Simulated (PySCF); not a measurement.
# Working out the excitation energy of N⁺

N⁺ [He] 2s2 2p2 (3P) → N⁺ [He] 2s1 2p2 3d1 (high-spin determinant). Calculation: PySCF 2.14, in aug-cc-pCVTZ-DK (7s6p4d2f, 59 functions); the spin-free X2C one-electron Hamiltonian (Gaussian nucleus). Frozen: 1s2. Energies in hartree (1 hartree = 27.21139 eV):

```json
{"part": "UHF", "N⁺ (lower)": "-53.920058", "N⁺ (upper)": "-52.825221"}
{"part": "CCSD correlation", "N⁺ (lower)": "-0.094651", "N⁺ (upper)": "-0.027837"}
{"part": "(T)", "N⁺ (lower)": "-0.001683", "N⁺ (upper)": "-0.001799"}
```

Problem. What does Hartree-Fock give?

Solution. (-52.825221) − (-53.920058) = 1.094837 hartree = 29.792 eV.

Problem. What do CCSD and CCSD(T) give?

Solution. The CCSD correlation energies differ by 0.066814 hartree = 1.818 eV and the triples by -0.000116 hartree = -0.003 eV, so CCSD gives 31.610 eV and CCSD(T) 31.607 eV.

One determinant mixes LS terms, so it does not stand for a single term.

The upper state lies above the first ionisation limit, but in LS coupling its spin forbids autoionisation to the ground ion. A Rydberg-like electron needs more diffuse functions than a valence basis has.

The coupled-cluster amplitudes are large, so a single reference is strained.
